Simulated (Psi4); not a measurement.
Cl3Ge (SMILES [Cl][Ge]([Cl])[Cl]), doublet, geometry from GFN2-xTB, atoms displaced at random by about 0.03 Å a coordinate; Psi4 with HF/6-31G, gradient.

Psi4 was given this input:
```
memory 2 GB

molecule {
0 2
Cl   -1.45365078   -1.33049281   -0.30377432
Ge   -0.02886361    0.01209783    0.51455954
Cl   -0.40178556    1.99021372   -0.39882142
Cl    1.89885626   -0.62776808   -0.29707021
symmetry c1
no_reorient
no_com
}

set {
  basis 6-31g
  reference uhf
}

gradient('scf')
print_variables()
```

The log (banner, timings and long lists left out):

```
gradient() will perform analytic gradient computation.

   => Loading Basis Set <=

    Name: 6-31G
    Role: ORBITAL
    Keyword: BASIS

         ---------------------------------------------------------
                                   SCF
               by Justin Turney, Rob Parrish, Andy Simmonett
                          and Daniel G. A. Smith
                              UHF Reference
         ---------------------------------------------------------

  ==> Geometry <==

    Molecular point group: c1
    Full point group: C1

    Geometry (in Angstrom), charge = 0, multiplicity = 2:

       Center              X                  Y                   Z               Mass
    ------------   -----------------  -----------------  -----------------  -----------------
         CL          -1.453650780000    -1.330492810000    -0.303774320000    34.968852682000
         GE          -0.028863610000     0.012097830000     0.514559540000    73.921177761000
         CL          -0.401785560000     1.990213720000    -0.398821420000    34.968852682000
         CL           1.898856260000    -0.627768080000    -0.297070210000    34.968852682000

  Running in c1 symmetry.

  Rotational constants: A =      0.07130  B =      0.06850  C =      0.04012 [cm^-1]
  Rotational constants: A =   2137.48345  B =   2053.50317  C =   1202.91080 [MHz]
  Nuclear repulsion =  529.907728667291053

  Charge       = 0
  Multiplicity = 2
  Electrons    = 83
  Nalpha       = 42
  Nbeta        = 41

  ==> Algorithm <==

  SCF Algorithm Type is DF.
  DIIS enabled.
  MOM disabled.
  Fractional occupation disabled.
  Guess Type is SAD.
  Energy threshold   = 1.00e-08
  Density threshold  = 1.00e-08
  Integral threshold = 1.00e-12

  ==> Primary Basis <==

  Basis Set: 6-31G
    Blend: 6-31G
    Number of shells: 32
    Number of basis functions: 68
    Number of Cartesian functions: 68
    Spherical Harmonics?: false
    Max angular momentum: 2

   => Loading Basis Set <=

    Name: (6-31G AUX)
    Role: JKFIT
    Keyword: DF_BASIS_SCF

  ==> Integral Setup <==

  SCF_SUBTYPE=INCORE selected. In-core MEM_DF algorithm will be used.
  Using in-core AOs.

  ==> MemDFJK: Density-Fitted J/K Matrices <==

    J tasked:                   Yes
    K tasked:                   Yes
    wK tasked:                   No
    Algorithm:                 Core
    Schwarz Cutoff:           1E-12
    Mask sparsity (%):       7.2232
    Fitting Condition:        1E-10

   => Auxiliary Basis Set <=

[...]
  @DF-UHF Final Energy: -3452.96078482393432
    Total Energy =                      -3452.9607848239347732
[...]

         ------------------------------------------------------------
                                   SCF GRAD
                          Rob Parrish, Justin Turney,
                       Andy Simmonett, and Alex Sokolov
         ------------------------------------------------------------

  ==> Geometry <==

    Molecular point group: c1
    Full point group: C1

    Geometry (in Angstrom), charge = 0, multiplicity = 2:

       Center              X                  Y                   Z               Mass
    ------------   -----------------  -----------------  -----------------  -----------------
         CL          -1.453650780000    -1.330492810000    -0.303774320000    34.968852682000
         GE          -0.028863610000     0.012097830000     0.514559540000    73.921177761000
         CL          -0.401785560000     1.990213720000    -0.398821420000    34.968852682000
         CL           1.898856260000    -0.627768080000    -0.297070210000    34.968852682000

  Nuclear repulsion =  529.907728667291053

  ==> Basis Set <==

  Basis Set: 6-31G
    Blend: 6-31G
    Number of shells: 32
    Number of basis functions: 68
    Number of Cartesian functions: 68
    Spherical Harmonics?: false
    Max angular momentum: 2

  ==> DFJKGrad: Density-Fitted SCF Gradients <==

    Gradient:                    1
    J tasked:                  Yes
    K tasked:                  Yes
    wK tasked:                  No
    Integrals threads:           1
    Schwarz Cutoff:          1E-12
    Fitting Condition:       1E-10

   => Auxiliary Basis Set <=

  Basis Set: (6-31G AUX)
    Blend: CC-PVDZ-JKFIT
    Number of shells: 155
    Number of basis functions: 599
    Number of Cartesian functions: 599
    Spherical Harmonics?: false
    Max angular momentum: 3

  -Total Gradient:
     Atom            X                  Y                   Z
    ------   -----------------  -----------------  -----------------
       1        0.028275124608     0.024828607336     0.010562239816
       2       -0.014906031538    -0.020353409111    -0.011387685797
       3        0.002715747422    -0.009434195848    -0.000388466296
       4       -0.016084840503     0.004958997611     0.001213912329

  Variable Map:
  ----------------------------------------------------------------------------
[...]
  Array Variable Map:
  ----------------------------------------------------------------------------
[...]
[...]
```
